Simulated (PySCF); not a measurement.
# How methods differ on the ionisation energy of B⁺

B⁺ [He] 2s2 (1S) → B²⁺ [He] 2s1 (2S), as a difference of total energies. All numbers are calculated (PySCF 2.14, no relativity, point nucleus, in cc-pVDZ). Correlated levels: valence: 1s2 frozen. The calculations carry no spin-orbit coupling.

| method | ionisation energy (eV) | error (eV) |
| --- | --- | --- |
| UHF | 23.488 | -1.667 |
| BP86 | 24.730 | -0.425 |
| TPSS | 24.699 | -0.456 |
| MP2 (valence) | 24.372 | -0.783 |
| SCS-MP2 (valence) | 24.549 | -0.606 |
| CCSD (valence) | 25.081 | -0.074 |

Reference: 25.155 eV (measured; NIST Atomic Spectra Database, ionization energies).

Errors of the correlated levels include the incompleteness of this basis and the frozen core.

With two correlated electrons CCSD is exact in that space.

The coupled-cluster amplitudes are large for B⁺ (T1 above 0.03 or a double amplitude above 0.15), so a single reference is strained.
